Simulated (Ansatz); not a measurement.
Cost and result up the ladder for the cluster K2I (the lowest doublet isomer of a short search) (3 atoms). Charge 0, multiplicity 2. Geometry: r2SCAN-D4/def2-TZVP.

```xyz
3

K    -1.2782   -1.7666    0.3937
K     0.4264    1.8789    1.0941
I     0.8518   -0.1123   -1.4878
```

Ansatz on 4 threads of Arm Neoverse V1 on a shared host. Times are rough, and most runs start from the orbitals of an earlier one. r2SCAN0-D4/def2-TZVP serves as the yardstick here, not as an exact answer. Differences are given only for rows in sets of like size (and for xTB, whose basis is part of the method), since another set adds its own error. Binding counts from free atoms at the same level (K doublet, I doublet; other spins of the atoms weren't run), without zero-point energy or a counterpoise term.

In the def2 sets I takes a core potential; there is no spin–orbit coupling. Correlated methods freeze 14 core orbitals; core or outer-core shells of K, I are correlated, in sets that lack core-valence functions. The structure comes from a short search, and lower isomers may exist.

Correlated methods converge slowly with the basis.

| level | functions | binding energy per atom (eV) | difference from r2SCAN0-D4/def2-TZVP (eV) |
| --- | --- | --- | --- |
| PBE0-D4/def2-TZVP | 116 | 1.41 | -0.02 |
| r2SCAN-D4/def2-TZVPD | 131 | 1.44 | 0.01 |
| RPA@PBE/def2-TZVP | 116 | 1.19 | -0.24 |
| MP2/def2-TZVP | 116 | 1.39 | -0.03 |
| r2SCAN0-D4/def2-TZVP | 116 | 1.43 | 0.00 |
| r2SCAN-D4/def2-TZVP | 116 | 1.44 | 0.01 |
| PBE-D4/def2-SVP | 74 | 1.40 | – |
| CCSD(T)/def2-TZVPP | 116 | 1.35 | -0.08 |
| B97M-V/def2-TZVP | 116 | 1.36 | -0.07 |
| PBE0-D4/def2-SVP | 74 | 1.40 | – |
| r2SCANh-D4/def2-TZVP | 116 | 1.43 | 0.01 |
| PBE-D4/def2-TZVP (with forces) | 116 | 1.40 | -0.02 |
| PBE0-D4/def2-TZVPD | 131 | 1.41 | -0.01 |
| CCSD(T)/def2-TZVPD | 131 | 1.36 | -0.06 |

(1) Estimate how long each takes.

Answers

(1) MP2/def2-TZVP 1.5 s; PBE-D4/def2-SVP 1.6 s; PBE0-D4/def2-SVP 2.1 s; PBE-D4/def2-TZVP (with forces) 2.2 s; RPA@PBE/def2-TZVP 3.4 s; PBE0-D4/def2-TZVPD 3.7 s; r2SCAN-D4/def2-TZVP 5.5 s; r2SCANh-D4/def2-TZVP 6.5 s; r2SCAN-D4/def2-TZVPD 7 s; r2SCAN0-D4/def2-TZVP 7.5 s; PBE0-D4/def2-TZVP 8 s; B97M-V/def2-TZVP 11 s; CCSD(T)/def2-TZVPP 14 s; CCSD(T)/def2-TZVPD 23 s. On shared hardware such times vary by a factor of up to 3.
